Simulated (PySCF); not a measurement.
An element was calculated at r2SCAN (PySCF 2.14, spin-free X2C, a triple-zeta basis, no spin-orbit coupling), in the ground configurations that NIST lists.

- electron affinity: 0.791 eV
- first ionisation energy: 6.545 eV
- second ionisation energy: 15.520 eV
- third ionisation energy: 29.957 eV

Problem. Which element is it?

Solution. Technetium (Tc, Z = 43), in aug-cc-pVTZ-DK. NIST lists 7.119, 15.26, 29.55 eV for these ionisation energies.
